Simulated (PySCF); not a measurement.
C2H7FGe, SMILES [F][GeH2][CH2]C, B3LYP/def2-SVP optimised geometry.

```
11

Ge    -0.67     0.77     0.00
F      1.09     0.77     0.00
C     -1.21    -0.20    -1.62
C     -0.63    -1.62    -1.69
H     -1.08     0.05     1.30
H     -1.09     2.25     0.00
H     -2.31    -0.21    -1.64
H     -0.88     0.40    -2.48
H      0.47    -1.61    -1.64
H     -0.99    -2.25    -0.85
H     -0.92    -2.13    -2.62
```

Density from B3LYP/def2-TZVP (PySCF 2.14.0) at that geometry.

Minimum of the electron density along straight lines between bonded atoms, close to the bond critical point (lines longer than 1.1 times the sum of covalent radii, or with two minima, are not listed):

```
bond    length / Å  ρ at the minimum / e bohr⁻³  ∇²ρ there / e bohr⁻⁵  position (fraction from the first atom)
------  ----------  ---------------------------  --------------------  ---------------------------------------
Ge1–F2       1.759                        0.134                  0.74                                     0.48
Ge1–C3       1.960                        0.130                  0.06                                     0.47
C3–C4        1.533                        0.240                 -0.58                                     0.51
Ge1–H5       1.545                        0.134                  0.05                                     0.59
Ge1–H6       1.543                        0.134                  0.05                                     0.59
C3–H7        1.104                        0.269                 -0.89                                     0.64
C3–H8        1.103                        0.271                 -0.90                                     0.64
C4–H9        1.101                        0.274                 -0.93                                     0.64
C4–H10       1.103                        0.273                 -0.92                                     0.64
C4–H11       1.102                        0.273                 -0.92                                     0.64
```
